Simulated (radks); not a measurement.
Initial-state core-level shifts of the osmium ion Os2+ when its valence configuration changes from [Xe] 4f14 5d6. All-electron calculation, scalar-relativistic Kohn-Sham, PBE, spin-unpolarised, spherical densities, finite nucleus; Fermi nuclear charge, rms radius 5.4126 fm. Program: a radial shooting solver on a logarithmic mesh with Libxc functionals. Shifts are changes of the shell-averaged eigenvalues in eV (positive: less bound); the change of the density at the nucleus, which sets a Mossbauer isomer shift, is in e/bohr^3, on a base of 1.789e+06.

| valence | 1s | 2s | 3p | 3d | density at nucleus |
|---|---|---|---|---|---|
| 4f13 5d7 | -11.027 | -11.996 | -13.627 | -13.483 | +101.9 |
| 4f14 5d5 6s1 | -3.383 | -3.527 | -3.470 | -3.486 | +156.2 |
| 4f13 5d6.5 6s0.5 | -12.781 | -13.823 | -15.426 | -15.290 | +180.3 |
| 4f14 5d5 6p1 | -4.929 | -5.050 | -5.001 | -5.016 | +10.3 |
| 4f13.5 5d6.5 | -5.451 | -5.925 | -6.724 | -6.653 | +50.2 |
| 4f12 5d8 | -22.545 | -24.564 | -27.951 | -27.657 | +210.0 |
| 4f13.5 5d6 6s0.5 | -7.159 | -7.704 | -8.477 | -8.413 | +127.1 |
| 4f14 5d4 6p2 | -10.046 | -10.313 | -10.193 | -10.227 | +23.7 |
| 4f14 5d5 6s0.5 6p0.5 | -4.161 | -4.293 | -4.240 | -4.256 | +84.2 |
